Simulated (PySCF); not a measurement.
# Does the structure fit the spectrum?

A compound C$_{4}$H$_{12}$O$_{2}$Si gives the data below (simulated from a calculation) and was assigned the structure `CCO[SiH2]OCC`.

¹³C{¹H} NMR (computed): δ 51.9 (CH3, 2C), -2.6 (CH3, 2C).

¹H NMR (500 MHz, computed): δ 3.79 (s, 6H), -0.06 (s, 6H).

Fast rotation and ring inversion assumed for equivalent nuclei, one conformer, non-relativistic Hamiltonian, gas phase. Shieldings: GIAO PBE0/pcSseg-1; geometry from GFN2-xTB; PySCF.

Chemical shifts δ = σref − σ; ¹H (σref 31.72), ¹³C (σref 186.93) vs TMS, all at this level.

(1) Compare with the shifts computed for the proposed structure, pairing carbons in order of shift.

(2) Which isomer fits?

Answers

(1) Structure with atom numbers: `[CH3:1][CH2:2][O:3][SiH2:4][O:5][CH2:6][CH3:7]`. Each H is labelled by its parent atom.

```json
{"atom": "C2", "computed for proposal": "60.8", "given list": "51.9", "difference": "+8.9"}
{"atom": "C6", "computed for proposal": "60.8", "given list": "51.9", "difference": "+8.9"}
{"atom": "C1", "computed for proposal": "20.6", "given list": "-2.6", "difference": "+23.2"}
{"atom": "C7", "computed for proposal": "20.6", "given list": "-2.6", "difference": "+23.2"}
```

The rms difference is 17.6 ppm and the largest +23.2 ppm at C1 (methyl carbon). The carbon types in order of shift don't match either: CH2, CH2, CH3, CH3 for the proposal against CH3, CH3, CH3, CH3 in the data. The proposal doesn't fit.

(2) `CO[Si](OC)(C)C`.

Carbon types of the structure: 4 × CH3, which accounts for all hydrogens. δC 51.9: methyl carbon bonded to O; deshielded by the electronegative neighbour. δC -2.6: methyl carbon bonded to Si; an electropositive neighbour leaves it electron-rich and shielded. δH 3.79: hydrogen on a methyl carbon bonded to O; its carbon carries O, an electronegative neighbour. δH -0.06: hydrogen on a methyl carbon bonded to Si; an electropositive neighbour shields it, as in TMS itself.

Other isomers checked: CCCO[SiH2]OC (rms 20.0 ppm).

The data come from this structure; uniqueness wasn't tested.

Shifts are as computed. Against solution values, carbons near 30 ppm lie about +3 ppm off and those near 130 ppm about +5 ppm. Of 1211 compounds with measured shifts, 218 miss one by over three times the rms of a fit or turn the order of signals round; such compounds aren't used in these exercises. Multiplicities follow the n + 1 count of equivalent neighbours, as no J values were calculated; m marks all less simple cases, F and P coupling included.
